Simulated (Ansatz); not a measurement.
# Isomers of C3H10BN

2 of its isomers, all singlets with charge 0: A = `CC(C)BN`; B = `BN(C)CC`.

Shapes, held fixed at every level: PBE0-D4/def2-TZVP. Flexible molecules stand in one conformer, not always the lowest. Programs: Ansatz 0.2.0.

Electronic energies in kJ/mol, without zero-point or thermal terms.

| level | kind | B − A |
| --- | --- | --- |
| HF/def2-SVP | Hartree–Fock | +76.1 |
| SPW92/def2-TZVPP | LDA | +72.8 |
| wB97M-V/def2-TZVPP | range-separated hybrid | +83.2 |
| wB97X-V/def2-TZVPP | range-separated hybrid | +79.1 |
| MP2/def2-TZVPP | perturbation theory | +84.0 |
| CCSD/def2-SVP | coupled cluster or CI | +72.8 |
| CCSD(T)/def2-TZVPP | coupled cluster or CI | +80.0 |
| CCSD(T)/CBS estimate | coupled cluster or CI | +81.8 |

The highest level, CCSD(T)/CBS estimate, puts A lowest of these. All levels agree on that. The B − A difference spans +72.8 to +84.0 kJ/mol over the levels. The CBS estimate extrapolates MP2 from def2-TZVPP and def2-QZVPP and adds CCSD(T) − MP2 in the triple-zeta set, cores frozen.
